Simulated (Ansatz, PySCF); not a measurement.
PySCF was given this input:
```python
from pyscf import gto, scf, dft

mol = gto.Mole()
mol.atom = '''
    B    -0.851037    0.060965   -0.059266
    N     0.704006   -0.076802    0.021988
    H    -1.310669   -0.658179   -0.862416
    H    -1.210109    1.215258   -0.097623
    H    -1.371797    0.056648    1.032333
    H     0.958971   -1.043415    0.247455
    H     1.138764    0.537814    0.714400
    H     1.121981    0.124665   -0.891736
'''
mol.basis = 'sto-3g'
mol.charge = 1
mol.spin = 1
mol.verbose = 4
mol.build()

mf = dft.UKS(mol)
mf.xc = 'bhandhlyp'
mf.grids.atom_grid = (99, 590)
mf.grids.prune = None
mf.kernel()
```

Convert this to an input for Ansatz (a program for electronic structure).

Several could match; the one computed here: 
Ansatz 0.2 input:
```yaml
crystal:
  periodic: [false, false, false]
  atoms:
    - {symbol: B, position_ang: [-0.85103693, 0.06096459, -0.05926607]}
    - {symbol: N, position_ang: [0.70400636, -0.07680200, 0.02198812]}
    - {symbol: H, position_ang: [-1.31066910, -0.65817881, -0.86241623]}
    - {symbol: H, position_ang: [-1.21010950, 1.21525847, -0.09762284]}
    - {symbol: H, position_ang: [-1.37179730, 0.05664760, 1.03233308]}
    - {symbol: H, position_ang: [0.95897137, -1.04341522, 0.24745522]}
    - {symbol: H, position_ang: [1.13876401, 0.53781366, 0.71440043]}
    - {symbol: H, position_ang: [1.12198069, 0.12466532, -0.89173616]}
basis:
  gaussian:
    orbitals: STO-3G
hamiltonian:
  xc: {name: BHLYP}
total_charge: 1
magnetization: {spin_polarized: true, initial_magnetization: 1}
accuracy: high
```

Both were run: PySCF gave -81.811005 Eh and Ansatz -81.811005 Eh, 0.000 mEh apart.
